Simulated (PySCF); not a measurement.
**Telling isomers of C₇H₁₃F apart by NMR**

- shieldings: GIAO PBE0/pcSseg-1
- PBE0-D3(BJ)/def2-SVP structure
- program: PySCF 2.14.0 with density-fitted response routines
- isolated molecule, non-relativistic, fast rotation and ring inversion assumed for equivalent nuclei, one computed conformer

Chemical shifts δ = σref − σ; $^{1}$H (σ = 31.27 ppm), $^{13}$C (σ = 184.41 ppm) against TMS, all at this level. Splittings of carbon signals by F and P are missing where no couplings were computed. Where no couplings were computed, multiplicities follow the n + 1 count of equivalent neighbours, and m marks all less simple cases (inequivalent or close neighbours, rings, F or P nearby). Shifts are as computed. Against solution values, carbons near 30 ppm lie about +2 ppm off and those near 130 ppm about +5 ppm. Of 1309 compounds with measured shifts, 239 miss one by over three times the rms of a fit or turn the order of signals round; such compounds aren't used in these exercises.

(1) Tabulate the signals of `CCC/C(C)=C\CF`, `CC(C)=C(C)CCF` and their relative energies.

(2) What is the quickest way to tell CCC/C(C)=C\CF from CC(C)=C(C)CCF?

Results:

(1) 
```tsv
SMILES	carbon types	δC	δH	E rel. (kcal/mol)
CCC/C(C)=C\CF	1×C 1×CH 3×CH2 2×CH3	148.4, 130.7, 79.6, 37.4, 26.9, 26.9, 16.6	5.77 (m, 1H), 4.92 (m, 2H), 1.85 (t, 2H), 1.85 (s, 3H), 1.05 (m, 2H), 1.01 (m, 3H)	1.2
CC(C)=C(C)CCF	2×C 2×CH2 3×CH3	138.0, 129.7, 81.8, 39.1, 22.5, 21.7, 21.3	4.10 (m, 2H), 2.46 (m, 2H), 1.82 (s, 3H), 1.65 (s, 3H), 1.61 (s, 3H)	0.0
```

Energies are electronic energies at PBE0/pcSseg-1 on these geometries, without zero-point or thermal terms, each for the one conformer computed, which needn't be the lowest.

(2) Both give the same number of carbon signals, but DEPT or the intensities differ. The first has an alkene CH at 130.7 ppm, the second a fully substituted alkene carbon (C) at 129.7 ppm. Their most deshielded carbons lie at 148.4 and 138.0 ppm. In the proton spectra the most deshielded non-exchanging signals are 5.77 (m, 1H) and 4.10 (m, 2H).
